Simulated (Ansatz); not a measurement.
`C1#CC=CC#CC=CC#CC=CC#CC=C1` with charge +1. The state is a doublet with charge 1. Geometry r2SCAN-D4/def2-SVP, that of the neutral singlet; atoms count from 1.

```csv
atom,x (Å),y (Å),z (Å)
C1,1.821,-0.901,1.842
C2,2.430,-1.003,0.779
C3,3.195,-1.119,-0.394
C4,2.697,-1.259,-1.660
C5,1.335,-1.311,-2.005
C6,0.163,-1.367,-2.371
C7,-1.157,-1.493,-2.836
C8,-2.197,-0.664,-2.519
C9,-2.124,0.456,-1.673
C10,-2.127,1.448,-0.948
C11,-2.171,2.620,-0.174
C12,-1.674,2.761,1.091
C13,-1.032,1.756,1.836
C14,-0.467,0.922,2.540
C15,0.134,-0.009,3.405
C16,1.174,-0.837,3.088
H17,4.285,-1.119,-0.274
H18,3.417,-1.364,-2.482
H19,-1.357,-2.317,-3.533
H20,-3.172,-0.872,-2.979
H21,-2.672,3.488,-0.624
H22,-1.803,3.732,1.584
H23,-0.257,-0.051,4.430
H24,1.558,-1.497,3.876
```

Question: Estimate the Mulliken populations from the PBE0/def2-SVP orbitals of Ansatz.

Answer: 
| atom | charge (e) | spin (α − β) |
| --- | --- | --- |
| C1 | 0.05 | 0.06 |
| C2 | 0.05 | 0.06 |
| C3 | -0.04 | 0.07 |
| C4 | -0.04 | 0.07 |
| C5 | 0.05 | 0.06 |
| C6 | 0.05 | 0.06 |
| C7 | -0.04 | 0.07 |
| C8 | -0.04 | 0.07 |
| C9 | 0.05 | 0.06 |
| C10 | 0.05 | 0.06 |
| C11 | -0.04 | 0.07 |
| C12 | -0.04 | 0.07 |
| C13 | 0.05 | 0.06 |
| C14 | 0.05 | 0.06 |
| C15 | -0.04 | 0.07 |
| C16 | -0.04 | 0.07 |
| H17 | 0.12 | 0.00 |
| H18 | 0.12 | 0.00 |
| H19 | 0.12 | 0.00 |
| H20 | 0.12 | 0.00 |
| H21 | 0.12 | 0.00 |
| H22 | 0.12 | 0.00 |
| H23 | 0.12 | 0.00 |
| H24 | 0.12 | 0.00 |
Mulliken values and Mayer orders depend strongly on the basis.

Question: Where does the spin sit?

Answer: Summed by element: C 1.01, H -0.01, of 1 unpaired in all. Largest on single atoms: C8 0.07, C3 0.07, C12 0.07.

Question: And the Mayer bond orders between bonded heavy atoms (over 0.3)?

Answer: C1–C2 2.40 (1.23 Å); C1–C16 1.11 (1.41 Å); C2–C3 1.11 (1.41 Å); C3–C4 1.61 (1.37 Å); C4–C5 1.11 (1.41 Å); C5–C6 2.40 (1.23 Å); C6–C7 1.11 (1.41 Å); C7–C8 1.61 (1.37 Å); C8–C9 1.11 (1.41 Å); C9–C10 2.40 (1.23 Å); C10–C11 1.11 (1.41 Å); C11–C12 1.61 (1.37 Å); C12–C13 1.11 (1.41 Å); C13–C14 2.40 (1.23 Å); C14–C15 1.11 (1.41 Å); C15–C16 1.61 (1.37 Å).
